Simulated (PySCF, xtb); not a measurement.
CH4FMoNS2, SMILES [N](=[Mo]([F])(=[S])[SH])C, multiplicity 1. One conformer was computed; it need not be the lowest.

Harmonic wavenumbers (cm⁻¹) from GFN2-xTB (xtb 6.7.1) at its own minimum, in rising order: 38, 86, 94, 109, 130, 160, 255, 291, 308, 326, 446, 528, 548, 645, 1065, 1076, 1351, 1390, 1430, 1436, 2354, 2886, 2919, 2936.

Q: What does r2SCAN-D4/def2-SVP (PySCF) give at its own minimum? (An estimate is asked for; the answer gives what the named calculation found.)

A: 91, 95, 104, 130, 157, 189, 265, 336, 343, 416, 558, 623, 673, 697, 1073, 1082, 1329, 1407, 1430, 1436, 2684, 2992, 3091, 3104. Paired by order, the mean absolute difference is 64 cm⁻¹ and the zero-point energies are 32.6 and 34.7 kcal/mol.
